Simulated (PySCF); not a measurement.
GeH5Si, SMILES [SiH2][GeH3] (connectivity only; charge and spin as stated), charge +1, multiplicity 1.

Coordinates come from a PBE0-D3(BJ)/def2-TZVP optimisation. The multiplicity is an assumed one; other spin states were not compared. The isomer is the one that the SMILES or the coordinates give; other isomers of the formula were not compared.

Computed with PBE0-D3(BJ)/def2-TZVP in PySCF.

Frequencies are harmonic and unscaled.

Estimate the vibrational spectrum. (An estimate is asked for; the answer gives what the named calculation found.)


```csv
mode,ν (cm⁻¹),IR (km/mol),moving atoms (share of kinetic energy)
1,46,0.0,H 100 %
2,293,4.9,"H 50 %, Si 34 %, Ge 16 %"
3,342,6.9,H 98 %
4,346,4.6,"H 55 %, Si 30 %, Ge 15 %"
5,566,0.0,H 88 %
6,649,5.6,"H 86 %, Si 12 %"
7,737,168.2,H 97 %
8,844,17.6,H 99 %
9,853,26.2,H 99 %
10,960,114.0,H 95 %
11,2165,4.9,H 99 %
12,2211,3.5,H 99 %
13,2230,7.0,H 98 %
14,2253,11.6,H 98 %
15,2292,6.2,H 95 %
```
